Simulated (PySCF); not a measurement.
**Atomic charges against the basis set**

Compound: C3H6OSi.
Structure used (PBE0-D3(BJ)/def2-SVP), in Å, numbered top down from 1:
```
atom  x, y, z in Å
Si1    1.4925    0.1743   -0.7024
O2     0.1452    0.3573    0.2610
C3    -1.0787   -0.2687   -0.0178
C4    -1.9814   -0.5660    1.1084
C5    -1.3882   -1.5949    0.5674
H6     1.2040    0.5896   -2.1121
H7     2.5518    1.0434   -0.1236
H8     1.9565   -1.2493   -0.7242
H9    -1.4722    0.0295   -1.0046
H10   -2.6307   -0.1544    1.8779
H11   -1.1871   -2.6640    0.5610
```

PBE0 throughout (PySCF), one geometry, spherical d and f functions. The structure is a single PBE0-D3(BJ)/def2-SVP conformer in the gas phase; no vibrational or solvent corrections. Atoms taken as equivalent share a column and are averaged.

Mulliken charges (e):

| basis | functions | Si1 | O2 | C3 | C4/C5 | H6/H7/H8 | H9 | H10/H11 |
| --- | --- | --- | --- | --- | --- | --- | --- | --- |
| STO-3G | 35 | +0.652 | -0.367 | +0.022 | -0.105 | -0.126 | +0.063 | +0.108 |
| 6-31G | 61 | +0.787 | -0.718 | +0.018 | -0.135 | -0.124 | +0.165 | +0.194 |
| pcSseg-0 | 61 | +0.773 | -0.821 | -0.007 | -0.211 | -0.096 | +0.235 | +0.265 |
| 6-31G* | 86 | +0.561 | -0.582 | +0.069 | -0.160 | -0.088 | +0.161 | +0.187 |
| cc-pVDZ | 104 | +0.421 | -0.419 | +0.170 | -0.022 | -0.071 | +0.034 | +0.025 |
| def2-SVP | 104 | +0.541 | -0.483 | +0.160 | -0.043 | -0.096 | +0.051 | +0.052 |
| aug-cc-pVDZ | 173 | -0.164 | -0.952 | +1.035 | +0.305 | +0.219 | -0.437 | -0.374 |
| 6-311+G(2d,p) | 179 | +0.652 | -0.573 | +0.059 | -0.148 | -0.073 | +0.113 | +0.131 |
| def2-TZVP | 197 | +0.287 | -0.346 | +0.004 | -0.130 | -0.038 | +0.098 | +0.165 |
| cc-pVTZ | 238 | +0.269 | -0.326 | +0.131 | -0.147 | -0.044 | +0.084 | +0.134 |
| IGLO-III | 244 | +0.912 | -0.529 | +0.054 | -0.092 | -0.182 | +0.068 | +0.112 |

IAO charges (e):

```
        basis  functions     Si1      O2      C3   C4/C5  H6/H7/H8      H9  H10/H11
       STO-3G         35  +0.768  -0.462  -0.019  -0.138    -0.136  +0.098   +0.149
        6-31G         61  +0.679  -0.598  +0.043  -0.149    -0.099  +0.121   +0.175
     pcSseg-0         61  +0.679  -0.593  +0.040  -0.149    -0.098  +0.121   +0.172
       6-31G*         86  +0.822  -0.635  +0.077  -0.149    -0.138  +0.111   +0.169
      cc-pVDZ        104  +0.811  -0.630  +0.077  -0.152    -0.135  +0.111   +0.170
     def2-SVP        104  +0.831  -0.631  +0.077  -0.146    -0.141  +0.107   +0.167
  aug-cc-pVDZ        173  +0.815  -0.645  +0.074  -0.155    -0.134  +0.116   +0.175
6-311+G(2d,p)        179  +0.850  -0.654  +0.071  -0.154    -0.143  +0.117   +0.175
    def2-TZVP        197  +0.862  -0.656  +0.075  -0.155    -0.146  +0.117   +0.175
      cc-pVTZ        238  +0.846  -0.650  +0.075  -0.155    -0.142  +0.116   +0.175
     IGLO-III        244  +0.859  -0.656  +0.073  -0.155    -0.145  +0.118   +0.176
```

Hirshfeld charges (e):

```tsv
basis	functions	Si1	O2	C3	C4/C5	H6/H7/H8	H9	H10/H11
STO-3G	35	+0.431	-0.241	+0.053	-0.049	-0.088	+0.002	+0.058
6-31G	61	+0.366	-0.278	+0.028	-0.046	-0.073	+0.032	+0.081
pcSseg-0	61	+0.389	-0.259	+0.023	-0.044	-0.081	+0.023	+0.076
6-31G*	86	+0.348	-0.247	+0.028	-0.046	-0.077	+0.034	+0.080
cc-pVDZ	104	+0.359	-0.225	+0.017	-0.046	-0.081	+0.029	+0.077
def2-SVP	104	+0.367	-0.229	+0.019	-0.046	-0.083	+0.029	+0.077
aug-cc-pVDZ	173	+0.373	-0.247	+0.007	-0.050	-0.079	+0.037	+0.083
6-311+G(2d,p)	179	+0.377	-0.250	+0.007	-0.049	-0.080	+0.037	+0.083
def2-TZVP	197	+0.368	-0.242	+0.011	-0.049	-0.080	+0.036	+0.082
cc-pVTZ	238	+0.364	-0.237	+0.012	-0.049	-0.080	+0.035	+0.081
IGLO-III	244	+0.365	-0.241	+0.007	-0.051	-0.077	+0.036	+0.082
```

Some averages cover members that differ in this geometry, most widely: C4/C5, Mulliken in aug-cc-pVDZ +0.208 to +0.401; H6/H7/H8, IAO in 6-31G -0.110 to -0.077; H6/H7/H8, Mulliken in aug-cc-pVDZ +0.200 to +0.232; C4/C5, IAO in 6-31G -0.165 to -0.134 e.

**Question.** Which scheme is steadiest as the basis changes?

**Answer.** Largest range over the bases for any column: Hirshfeld 0.08 e, IAO 0.19 e, Mulliken 1.08 e. Hirshfeld charges move least and Mulliken charges most, counted in e. Without the minimal STO-3G basis the ranges are Hirshfeld 0.05, IAO 0.18, Mulliken 1.08 e.

**Question.** How much do the charges still move between the two largest bases, cc-pVTZ and IGLO-III?

**Answer.** At most, over all atoms: Mulliken 0.642 e, IAO 0.013 e, Hirshfeld 0.005 e.

**Question.** What do the same runs give for the total energy, the frontier levels and the dipole moment?

**Answer.** 
```csv
basis,energy (Eh),HOMO (eV),LUMO (eV),μ (D)
STO-3G,-476.3948,-3.89,3.29,0.82
6-31G,-482.0842,-7.35,0.28,1.51
pcSseg-0,-481.4012,-7.60,-0.10,1.43
6-31G*,-482.1945,-7.43,0.33,1.36
cc-pVDZ,-482.2229,-7.50,0.11,1.29
def2-SVP,-481.9876,-7.61,0.00,1.32
aug-cc-pVDZ,-482.2372,-7.65,-0.30,1.30
"6-311+G(2d,p)",-482.2860,-7.71,-0.31,1.35
def2-TZVP,-482.3074,-7.68,-0.18,1.32
cc-pVTZ,-482.3013,-7.65,-0.12,1.31
IGLO-III,-482.3092,-7.70,-0.27,1.32
```

The dipole is fixed by the density alone, so its range of 0.69 D shows that the density itself changes with the basis, not only its division among atoms.
